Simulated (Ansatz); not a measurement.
`FB[SiH3]` + CH₃NH₂ → `CNB[SiH3]` + H–F  (ligand exchange at a B–F bond)

Computed with Ansatz on PBE0-D4/def2-TZVP structures; ΔE is electronic, products minus reactants. CCSD(T)/CBS adds triple-zeta CCSD(T) − MP2 to the extrapolated MP2 energy (def2 sets, frozen cores). This one scheme is used for every species. DFT in def2-TZVPP. One conformer a species, not always the lowest.

```
             level  ΔE (kJ/mol)  difference from CCSD(T)/CBS
       LDA (SPW92)        -42.9                        -11.2
         revPBE-D4        -34.6                         -2.9
        r2SCANh-D4        -26.4                          5.3
      CAM-B3LYP-D4        -22.4                          9.3
           ωB97M-V        -24.8                          6.9
          PBE-QIDH        -30.0                          1.7
           r2SCANh        -24.7                          7.0
         CAM-B3LYP        -17.6                         14.1
RPA@PBE/def2-TZVPP        -24.2                          7.5
    CCSD/CBS(def2)        -27.3                          4.4
       CCSD(T)/CBS        -31.7                            0
```

Largest T1 diagnostic among the species: 0.014.

Leaving LDA and LC-ωPBE aside and taking each functional with its dispersion term where it has one, the values, not all of them listed here, spread over 14.3 kJ/mol, from revPBE-D4 to B97M-V. LDA lies −15.2 kJ/mol from PBE without D4. The D4 term adds −8.2 kJ/mol with B3LYP and −4.6 kJ/mol with PBE0; it sums over pairs of atoms, weighted by their polarisabilities, and B3LYP, whose exchange is more repulsive, gets the larger term. In def2-TZVPP, CCSD(T) changes the Hartree–Fock value by −30.6 kJ/mol (the triples alone add −4.5 kJ/mol) and MP2 by −36.1 kJ/mol.

B3LYP here is the variant with VWN-RPA as its local correlation; programs differ in this.
